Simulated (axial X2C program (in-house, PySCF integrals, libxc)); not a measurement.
## Potential curves of SbH⁺, without spin–orbit coupling

Calculated with an in-house relativistic program for diatomic molecules. Spin-free means the one-electron spin-free X2C Hamiltonian. Basis: Sb dyall-cv3z [11s12p8d4f1g], H dyall-v3z [6s2p1d] (cores contracted in-house); Gaussian nuclei, density fitting, unrestricted open shells. Masses: Sb 120.904 u, H 1.008 u.

State: M_S = 1/2, Λ = 1 (beyond evenly filled blocks: π+α). Energies in kJ/mol from the fragments at the same level (Sb+ + H). Fits are polynomials in 1 − R0/R over 0.85 to 1.23 times the lowest point R0.

```tsv
R (Å)	CCSD(T)	r2SCAN0	HF
1.4929		-208.37	-120.85
1.5616	-246.78	-234.29	-146.80
1.6130	-257.82	-245.49	-157.74
1.6645	-263.42	-251.14	-162.89
1.7160	-264.60	-252.23	-163.29
1.7761	-261.54	-248.89	-158.95
1.8361	-254.81	-241.66	-150.52
1.9133	-242.17	-228.05	-135.16
2.0077		-206.80	-111.74
2.1450		-170.74	-76.17
```

Correlated methods: 15 electrons correlated (number of frozen shells: Sb 4 s, 3 p, 1 d; H none), 191 virtual spin orbitals or spinors in MP2, 90 natural virtuals in coupled cluster.

The state is a single determinant with fixed occupations, the lowest that a limited PBE0 search found. Dissociation energies refer to the lowest single-determinant-based atoms at the same level and basis. Coupled cluster ran in a truncated set of natural virtual spinors; the MP2 energy of the rest was added. (T) has no such correction and the atoms are truncated less, which lowers De at CCSD(T) by a hundredth of an eV or more. Without a current term, density functionals place determinants with orbital angular momentum somewhat too high. Spin-free De lacks the spin–orbit lowering of the heavy p-block atom, a tenth of an eV or more for 4p and 5p, up to an eV for 6p and one to two eV for 7p atoms, less what an open-shell molecule gains itself. Coupled cluster ran on the points near the minimum only. MP2 and coupled cluster on one determinant become unreliable at the stretched end.

(1) Fit the CCSD(T) curve near its minimum: give the equilibrium distance, the harmonic wavenumber and the well depth.

(2) Fit the r2SCAN0 curve near its minimum: give the equilibrium distance, the harmonic wavenumber and the well depth.

(3) Fit the HF curve near its minimum: give the equilibrium distance, the harmonic wavenumber and the well depth.

Answers

(1) At CCSD(T), spin-free: Re = 1.706 Å, ωe ≈ 1980 cm⁻¹, De = 2.74 eV to Sb+ + H; Be follows as 5.8 cm⁻¹.

(2) At r2SCAN0, spin-free: Re = 1.704 Å, ωe ≈ 2030 cm⁻¹, De = 2.62 eV to Sb+ + H; Be follows as 5.81 cm⁻¹.

(3) At HF, spin-free: Re = 1.695 Å, ωe ≈ 2110 cm⁻¹, De = 1.70 eV to Sb+ + H; Be follows as 5.87 cm⁻¹.
